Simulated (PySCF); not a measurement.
Input file for PySCF: R-M06-2X/def2-TZVPP on ClH2NPb (SMILES [NH2][Pb][Cl]), a point of a torsion scan. Elements past Kr take the def2 small-core potentials; no spin–orbit coupling.

```python
from pyscf import gto, dft

mol = gto.M(
    atom='''
    N    -0.85472094    0.00609051    0.15907787
    Pb    0.81432385   -1.25517134   -0.32594173
    Cl    2.50845855   -0.18742461    1.16640680
    H    -0.98502154    0.99979090    0.07875288
    H    -1.76551675   -0.39176876   -0.02962378
    ''',
    basis='def2-tzvpp',
    ecp={'Pb': 'def2-tzvpp'},
    charge=0, spin=0, verbose=4, max_memory=1800)
mf = dft.RKS(mol, xc='m062x').density_fit(auxbasis='def2-universal-jkfit')
mf.grids.level = 4
mf.conv_tol = 1e-9
mf.max_cycle = 150
mf.kernel()
mf.dip_moment()
```

It printed:

```
PySCF version 2.14.0

[INPUT] verbose = 4
[INPUT] num. atoms = 5
[INPUT] num. electrons = 48
[INPUT] charge = 0
[INPUT] spin (= nelec alpha-beta = 2S) = 0
[INPUT] symmetry False subgroup None
[INPUT] Mole.unit = angstrom
[INPUT] Symbol           X                Y                Z      unit          X                Y                Z       unit  Magmom
[INPUT]  1 N     -0.854720940000   0.006090510000   0.159077870000 AA   -1.615188489531   0.011509395859   0.300613606779 Bohr   0.0
[INPUT]  2 Pb     0.814323850000  -1.255171340000  -0.325941730000 AA    1.538849053201  -2.371930072003  -0.615940602267 Bohr   0.0
[INPUT]  3 Cl     2.508458550000  -0.187424610000   1.166406800000 AA    4.740299654324  -0.354181181903   2.204189401830 Bohr   0.0
[INPUT]  4 H     -0.985021540000   0.999790900000   0.078752880000 AA   -1.861420937397   1.889330982832   0.148821374721 Bohr   0.0
[INPUT]  5 H     -1.765516750000  -0.391768760000  -0.029623780000 AA   -3.336343125832  -0.740335660560  -0.055980830974 Bohr   0.0

nuclear repulsion = 155.393926021445
number of shells = 53
number of NR pGTOs = 232
number of NR cGTOs = 151
basis = def2-tzvpp
ecp = {'Pb': 'def2-tzvpp'}


******** <class 'pyscf.df.df_jk.DFRKS'> ********
method = DFRKS
initial guess = minao
damping factor = 0
level_shift factor = 0
DIIS = <class 'pyscf.scf.diis.CDIIS'>
diis_start_cycle = 1
diis_space = 8
diis_damp = 0
SCF conv_tol = 1e-09
SCF conv_tol_grad = None
SCF max_cycles = 150
direct_scf = False
XC library pyscf.dft.libxc version 7.1.2
    S. Lehtola, C. Steigemann, M. J. T. Oliveira, and M. A. L. Marques,  SoftwareX 7, 1–5 (2018)
XC functionals = m062x
    Y. Zhao and D. G. Truhlar,  Theor. Chem. Acc. 120, 215 (2008)
    Y. Zhao and D. G. Truhlar,  Theor. Chem. Acc. 120, 215 (2008)
radial grids:
    Treutler-Ahlrichs [JCP 102, 346 (1995); DOI:10.1063/1.469408] (M4) radial grids

becke partition: Becke, JCP 88, 2547 (1988); DOI:10.1063/1.454033
pruning grids: <function nwchem_prune>
grids dens level: 4
symmetrized grids: False
atomic radii adjust function: <function treutler_atomic_radii_adjust>
small_rho_cutoff = 0
Set gradient conv threshold to 3.16228e-05
Initial guess from minao.
tot grids = 121320
******** <class 'pyscf.df.df.DF'> ********
auxbasis = def2-universal-jkfit
init E= -676.744506620149
  HOMO = -0.61881844463396  LUMO = -0.536834130233448  gap/eV = 2.23091
cycle= 1 E= -708.165732770381  delta_E= -31.4  |g|= 1.91  |ddm|= 10.3
  HOMO = -0.137247850191628  LUMO = 0.0223188789117013  gap/eV = 4.34203
cycle= 2 E= -708.415915314276  delta_E= -0.25  |g|= 1.74  |ddm|= 5.77
  HOMO = -0.270429595952049  LUMO = -0.0471436202723081  gap/eV = 6.07592
cycle= 3 E= -708.958020130563  delta_E= -0.542  |g|= 0.151  |ddm|= 2.39
  HOMO = -0.312100133812539  LUMO = -0.0644778341156146  gap/eV = 6.73815
cycle= 4 E= -708.959228573647  delta_E= -0.00121  |g|= 0.137  |ddm|= 0.228
  HOMO = -0.295750281659788  LUMO = -0.0638999739086951  gap/eV = 6.30897
cycle= 5 E= -708.96273864082  delta_E= -0.00351  |g|= 0.0302  |ddm|= 0.105
  HOMO = -0.300038515695256  LUMO = -0.0638363012586619  gap/eV = 6.42739
cycle= 6 E= -708.962951961099  delta_E= -0.000213  |g|= 0.00689  |ddm|= 0.0257
  HOMO = -0.300050151723978  LUMO = -0.0635258704732812  gap/eV = 6.43615
cycle= 7 E= -708.962975272215  delta_E= -2.33e-05  |g|= 0.00237  |ddm|= 0.0155
  HOMO = -0.299963131153589  LUMO = -0.0637255263616785  gap/eV = 6.42835
cycle= 8 E= -708.962978675739  delta_E= -3.4e-06  |g|= 0.000613  |ddm|= 0.00634
  HOMO = -0.299934691865402  LUMO = -0.0637477963737278  gap/eV = 6.42697
cycle= 9 E= -708.962979027998  delta_E= -3.52e-07  |g|= 0.000238  |ddm|= 0.00207
  HOMO = -0.299947775645612  LUMO = -0.0637426879862447  gap/eV = 6.42747
cycle= 10 E= -708.962979054867  delta_E= -2.69e-08  |g|= 8.08e-05  |ddm|= 0.000453
  HOMO = -0.299945187404326  LUMO = -0.0637433558629918  gap/eV = 6.42738
cycle= 11 E= -708.962979058388  delta_E= -3.52e-09  |g|= 2.46e-05  |ddm|= 0.000195
  HOMO = -0.299945593788092  LUMO = -0.0637447689797298  gap/eV = 6.42735
cycle= 12 E= -708.962979058607  delta_E= -2.19e-10  |g|= 7.75e-06  |ddm|= 4.92e-05
  HOMO = -0.299944964414372  LUMO = -0.06374483697187  gap/eV = 6.42733
Extra cycle  E= -708.962979058623  delta_E= -1.66e-11  |g|= 6.66e-06  |ddm|= 1.54e-05
converged SCF energy = -708.962979058623
Dipole moment(X, Y, Z, Debye): -2.55391, -2.22046, -3.49317
```

Self-consistency was reached.

Cost: very roughly 30 core-seconds.
